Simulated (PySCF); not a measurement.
```xyz
4

Cl    -1.2766    -1.7043     0.0120
Ga    -0.0288     0.0029     0.0003
Cl    -0.9086     1.9258     0.0105
Br     2.2141    -0.2244    -0.0228
```

Charge 0, multiplicity 1.

Question: Give the Mulliken and meta-Löwdin atomic charges from M06-2X/def2-TZVP // PBE0-D3(BJ)/def2-TZVP (PySCF).

Answer: 
```tsv
atom	Mulliken (e)	meta-Löwdin (e)
Cl1	-0.23	-0.27
Ga2	0.68	0.76
Cl3	-0.23	-0.27
Br4	-0.22	-0.22
```
